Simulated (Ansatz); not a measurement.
Question: Name a neutral molecule of C, Mg, O and H with HOMO energy (PBE/def2-TZVPP) between -5.65 and -5.35 eV and HOMO–LUMO gap (B3LYP/def2-TZVPP) between 5.35 and 5.65 eV (Ansatz, PBE0-D4/def2-TZVP geometry).

Answer: `C[CH2][Mg][O]C` (-5.45 eV, 5.52 eV); `C[CH2][Mg][OH]` (-5.53 eV, 5.49 eV); `C[O][Mg][OH]` (-5.62 eV, 5.53 eV); `C[O][Mg][O]C` (-5.59 eV, 5.51 eV); `CC(C)[O][Mg][O]C(C)C` (-5.63 eV, 5.57 eV). Other molecules can fit too; these were computed, each in one conformer that needn't be the lowest.

B3LYP here is the variant with VWN-RPA as its local correlation; programs differ in this.
